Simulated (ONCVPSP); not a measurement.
## lithium: ONCV pseudisation with PBE, scalar-relativistic reference atom.

```
Element                 : Li (Z = 3)
Generator               : ONCVPSP 4.0.1
Type                    : optimised norm-conserving Vanderbilt (ONCV)
Functional              : PBE
Relativity              : scalar-relativistic
Frozen core             : [He]
Valence charge          : 1
Reference configuration : 2s0.5 2p0.5
Partial waves           : 2s: rc 3.10 bohr, ncon 4, nbas 8, qcut 2.3 1/bohr, 3 projectors, debl 0.4 Ha; 2p: rc 4.00 bohr, ncon 5, nbas 9, qcut 1.7 1/bohr, 2 projectors, debl 0.9 Ha
Local potential         : polynomial inside 2.70 bohr (lpopt 5, dvloc0 0 Ha)
Core correction         : Teter function fitted to the true core (icmod 2), fcfact 0.45
```

Poles of the logarithmic derivatives, all-electron (AE) and pseudo (PS). Narrow ghost or core levels that the grid stepped over were put in at their known energies. s: poles at -1.9, 0.4, 2.5 (AE) and 0.4, 2.5, 4.4 (PS) Ha. p: poles at 0.2, 1.1, 2.8 (AE) and 0.2, 1.1, 3.0 (PS) Ha. Test radii: s 3.14, p 4.07 bohr.

* Cutoffs needed: 1.7 Ha and 11 Ha (the cutoffs (Ha) at which the residual kinetic energy of the hardest occupied pseudo-wave falls to 1 and 0.1 mHa per electron) The cutoffs count occupied waves only; projector 2 of the p channel, the hardest unoccupied one, needs 11 Ha at the loose tolerance.
* Ghost test: no bound ghost flagged; no localised positive-energy state flagged
* Largest excitation error: +4.9 meV (all-electron minus pseudo) for 2s0.5 2p0, out of 3 test configurations
* rms error of d²Exc/dni dnj: 3.99 mHa without and 2.50 mHa with the model core
